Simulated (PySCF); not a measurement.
Two species compared at the same levels of theory.

First species: C₂H₆BF.
Atom-mapped SMILES: `[CH3:1][B:2]([CH3:3])[F:4]` (hydrogens: H5, H6, H7 on C1; H8, H9, H10 on C3)

Geometry (PBE0-D3(BJ)/def2-SVP, Å), atoms numbered from 1 in this order:
```
atom  x, y, z in Å
C1    -1.3572    0.1561   -0.2286
B2    -0.0234   -0.4064    0.3734
C3     1.4393    0.0075   -0.0096
F4    -0.1467   -1.3417    1.3241
H5    -1.9693   -0.6744   -0.6194
H6    -1.2168    0.8983   -1.0256
H7    -1.9581    0.6136    0.5762
H8     1.9554    0.3991    0.8839
H9     2.0111   -0.8857   -0.3137
H10    1.5037    0.7580   -0.8086
```

Second species: SnCl3(SiMe3), C3H9Cl3SiSn.
Bonds: Sn1–Cl2, Sn1–Cl3, Sn1–Cl4, Sn1–Si5, Si5–C6, Si5–C7, Si5–C8. Hydrogens: H9, H10, H11 on C6; H12, H13, H14 on C7; H15, H16, H17 on C8.

Levels: wB97X-D/def2-SVPD for HOMO energy, LUMO energy, HOMO–LUMO gap and static isotropic polarisability; TDDFT wB97X-D/def2-SVPD for lowest singlet excitation; TDA wB97X-D/def2-SVPD for lowest triplet excitation (Tamm–Dancoff). Geometries: PBE0-D3(BJ)/def2-SVP. Each species is one conformer at its optimised geometry, gas phase (atoms past krypton carry core potentials, spin–orbit coupling is left out); the electronic structure was computed with PySCF and density fitting.

Values for the first species:

* HOMO energy: -10.67 eV
* LUMO energy: 1.83 eV
* HOMO–LUMO gap: 12.50 eV
* Lowest singlet excitation: 6.86 eV
* Lowest triplet excitation (Tamm–Dancoff): 6.37 eV
* Static isotropic polarisability: 40.1 au

**Question.** Estimate the same properties for the second species, and the change in each.

**Answer.** 
| property | first | second | second less first |
| --- | --- | --- | --- |
| HOMO energy | -10.67 eV | -9.84 eV | +0.83 eV |
| LUMO energy | 1.83 eV | -0.34 eV | -2.17 eV |
| HOMO–LUMO gap | 12.50 eV | 9.50 eV | -3.00 eV |
| lowest singlet excitation | 6.86 eV | 5.59 eV | -1.27 eV |
| lowest triplet excitation (Tamm–Dancoff) | 6.37 eV | 4.65 eV | -1.72 eV |
| static isotropic polarisability | 40.1 au | 147.5 au | +107.4 au |

On the first: The vertical singlet–triplet gap S1 − T1 is 0.49 eV (TDDFT singlet less Tamm–Dancoff triplet; S1: HOMO→LUMO, weight 0.97; T1: HOMO→LUMO, weight 0.97). The principal polarisabilities are 35.3, 39.3 and 45.6 au; their mean is the isotropic value.

On the second: The vertical singlet–triplet gap S1 − T1 is 0.94 eV (TDDFT singlet less Tamm–Dancoff triplet; S1: HOMO→LUMO, weight 0.94; T1: HOMO→LUMO, weight 0.95). The principal polarisabilities are 141.0, 141.8 and 159.6 au; their mean is the isotropic value. Atoms past krypton carry effective core potentials; spin–orbit coupling is left out.
